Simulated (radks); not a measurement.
Task: Calculated with a radial shooting solver on a logarithmic mesh with Libxc functionals: non-relativistic Kohn-Sham, LB94 model potential, spin-polarised, spherical densities, point nucleus; open shells are filled with parallel spins first (spin-orbit coupling, left out, can overturn this in heavy ions). Response by self-consistent Sternheimer equations with the Hartree and adiabatic LDA kernel. For heavy and open-shell atoms this level of theory can miss by tens of per cent. Rank Xe, Ag, Ge+, Ru, He+ (NIST ground configurations) by static dipole polarisability, largest first.

Result: Ru 49.19, Ag 38.76, Xe 27.36, Ge+ 16.66, He+ 0.3057 bohr^3.
